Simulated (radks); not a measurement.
Effect of the nuclear size on the cerium ion Ce+, [Xe] 4f1 5d2. Calculated with a radial shooting solver on a logarithmic mesh with Libxc functionals: Dirac Kohn-Sham, relativistic LDA (MacDonald-Vosko exchange, VWN5 correlation), spin-unpolarised, spherical densities, finite nucleus; open shells fill j = l - 1/2 first; Fermi nuclear charge, rms radius 4.8771 fm. The rms radius is varied about that value; shifts are against it.

| rms radius (fm) | total energy shift (eV) | density at nucleus (e/bohr^3) | 1s1/2 shift (meV) | 2s1/2 shift (meV) | 5s1/2 shift (meV) | 5p1/2 shift (meV) | 6s1/2 (empty) shift (meV) |
|---|---|---|---|---|---|---|---|
| 3.9553 | -3.56 | 3.95e+05 | -1470 | -180 | -1.47 | 0.071 | -0.197 |
| 4.3943 | -1.94 | 3.865e+05 | -802 | -98.1 | -0.803 | 0.039 | -0.107 |
| 4.8771 | 0 | 3.782e+05 | 0.000 | 0.000 | 0.000 | 0.000 | 0.000 |
| 5.3404 | 2.01 | 3.711e+05 | 831 | 102 | 0.832 | -0.040 | 0.111 |
| 5.5453 | 2.95 | 3.683e+05 | 1220 | 149 | 1.22 | -0.059 | 0.163 |

Slopes of the eigenvalues against <r^2> in GHz/fm^2, as finite differences over the two radii next to the reference (eigenvalue slopes, not the field-shift constants of lines): 1s1/2 42900, 2s1/2 5250, 5s1/2 42.9, 5p1/2 -2.07, 6s1/2 (empty) 5.74.
